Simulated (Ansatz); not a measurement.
A nudged elastic band was laid between two geometries of GeH4 + H2O (8 atoms, charge 0, multiplicity 1).

All numbers below come from RKS PBE/def2-SVP in Ansatz 0.2.0.

| Quantity | Value |
| --- | --- |
| movable images | 7 |
| climbing image | yes |
| spring | 5.0 eV/Å² |
| optimiser | quadratic models (default) |
| start path | through a guess of the saddle point |
| force threshold | 0.03 eV/Å |
| iteration limit | 60 |
| end points | relaxed |

First end point:

```xyz
8
Properties=species:S:1:pos:R:3
Ge 0.371 0.036 -0.141
H 0.345 -0.104 1.403
H 1.855 -0.020 -0.596
H -0.249 1.380 -0.577
H -0.379 -1.154 -0.787
O -2.644 0.039 0.971
H -2.597 -0.919 0.793
H -2.168 0.113 1.820
```

Last end point:

```xyz
8
Properties=species:S:1:pos:R:3
Ge -0.187 -0.054 -0.839
H -1.281 0.412 3.489
H 1.167 -0.570 -0.272
H -0.138 1.463 -1.123
H -0.556 -0.853 -2.123
O -1.502 -0.216 0.394
H -1.635 -1.150 0.639
H -1.334 0.339 2.723
```

**Question.** What changes between the two ends?

**Answer.** Bonds broken: Ge1–H2, O6–H8. Bonds formed: Ge1–O6, H2–H8. GeH4 + H2O becomes GeH4O + H2.

**Question.** Give the energies along the band, and the barrier.

**Answer.** The run converged. The highest image is number 3 of 0 to 8, 165.2 kJ/mol above the first end and 157.5 kJ/mol above the last; the last end lies 7.8 kJ/mol above the first. Neighbouring images differ by up to 1.2 eV, so the band resolves the path poorly. A vibrational analysis at the climbing image gives one clearly imaginary mode, 1225i cm⁻¹: a first-order saddle point. The orbitals stay closed-shell, which can raise the energy where a bond breaks towards radicals; this wasn't checked here.

```csv
image,path coordinate (Å),energy (kJ/mol),Ge1–H2 (Å),O6–H8 (Å),Ge1–O6 (Å)
0,0.00,0.0,1.55,0.98,3.21
1,0.95,6.2,1.55,0.98,3.24
2,1.91,47.9,1.58,0.98,2.77
3,2.86,165.2,1.92,1.19,2.06
4,3.56,62.1,2.40,1.73,1.86
5,4.27,16.5,3.03,2.16,1.82
6,4.97,9.9,3.67,2.37,1.81
7,5.67,8.3,4.10,2.40,1.81
8,6.37,7.8,4.49,2.40,1.81
```

**Question.** What is the geometry of the highest image?

**Answer.** 
```xyz
8
Properties=species:S:1:pos:R:3
Ge -0.203 0.050 -0.194
H -0.244 0.682 1.619
H 1.129 -0.651 0.189
H -0.075 1.508 -0.695
H -0.788 -0.794 -1.386
O -1.960 -0.325 0.809
H -2.125 -1.280 0.970
H -1.201 0.180 1.574
```

Run time: 2.5 min on 2 threads of Arm Neoverse V1, with other jobs on the host, peak memory 0.16 GiB.
